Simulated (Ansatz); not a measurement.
The same path of Cl3FTi + H4Si (10 atoms, charge 0, multiplicity 1) was run twice with different band settings. Lost on the way: Si6–H10. Made: Ti1–Si6, F2–H10.

Computed with RKS PBE-D4/def2-SVP in Ansatz 0.2.0.

Relaxed end points:

```xyz
10
Properties=species:S:1:pos:R:3
Ti 0.605 -0.055 -0.184
F 0.938 0.144 1.506
Cl 2.485 0.043 -1.276
Cl -0.709 1.545 -0.879
Cl -0.329 -1.994 -0.527
Si -3.221 0.065 1.430
H -3.304 -0.520 0.049
H -4.127 -0.702 2.354
H -3.637 1.508 1.401
H -1.809 -0.034 1.939
```

```xyz
10
Properties=species:S:1:pos:R:3
Ti -0.273 -0.096 -0.239
F -0.191 -0.870 1.863
Cl 1.388 1.210 0.337
Cl -1.158 0.892 -1.985
Cl 0.017 -2.169 -0.876
Si -2.590 0.387 0.865
H -3.781 -0.320 0.274
H -2.491 -0.203 2.302
H -2.929 1.836 1.102
H -1.100 -0.668 2.169
```

Common settings: climbing image yes; spring 5.0 eV/Å²; optimiser quadratic models (default); start path through a guess of the saddle point; force threshold 0.05 eV/Å; iteration limit 60; end points relaxed.

| run | movable images |
| --- | --- |
| 1 | 5 |
| 2 | 2 |

(1) What does each run give, and how far can it be trusted?

## Answers

(1) Run 1: converged after 20 iterations, highest image 2.139 eV above the first end. Neighbouring images differ by up to 1.2 eV, so the band resolves the path poorly. A vibrational analysis at the climbing image gives one clearly imaginary mode, 514i cm⁻¹, and a faint second one (31i cm⁻¹) that may be numerical noise or a soft torsion: probably a first-order saddle point.
Run 2: converged after 22 iterations, highest image 2.009 eV above the first end. Neighbouring images differ by up to 1.8 eV, so the band resolves the path poorly. The order of the stationary point at the top wasn't checked. So few images can step over the top or miss a turn of the path.
The orbitals stay closed-shell, which can raise the energy where a bond breaks towards radicals; this wasn't checked here.
